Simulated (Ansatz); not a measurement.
```yaml
crystal:
  periodic: [true, true, true]
  atoms:
    - {symbol: O, position_ang: [-1.843061, 0.212482, -0.315963]}
    - {symbol: Al, position_ang: [0.009691, -0.010920, -0.007283]}
    - {symbol: O, position_ang: [0.744118, 0.409788, 1.684326]}
    - {symbol: O, position_ang: [1.128082, -0.655084, -1.390062]}
    - {symbol: H, position_ang: [-2.511146, 0.574016, 0.437872]}
    - {symbol: H, position_ang: [1.786111, 0.298456, 1.901511]}
    - {symbol: H, position_ang: [0.754636, -0.904896, -2.361360]}
basis:
  gaussian: {orbitals: def2-TZVPP}
magnetization: {spin_polarized: true, initial_magnetization: 0}
hamiltonian: {xc: {name: r2SCAN50}}
accuracy: high
```

```sh
$ ansatz run in.yaml --threads 4 --pin off --events-out ev --progress --plain --max-ram 10444MiB
```

(1) How does Ansatz answer? (Best estimate.)

## Answers

(1) The calculation gave: The input was rejected before any iteration.
```
Error: YAML parse error: error: line 2 column 3: crystal: missing field `lattice` (a structure is typed as `lattice` and `atoms`, a molecule's as `atoms` in Å alone, or read from a run's directory, `checkpoint`)
 --> <input>:2:3
  |
1 | crystal:
2 |   periodic: [true, true, true]
  |   ^ crystal: missing field `lattice` (a structure is typed as `lattice` and `atoms`, a molecule's as `atoms` in Å alone, or read from a run's directory, `checkpoint`)
3 |   atoms:
4 |     - {symbol: O, position_ang: [-1.843061, 0.212482, -0.315963]}
  |
```
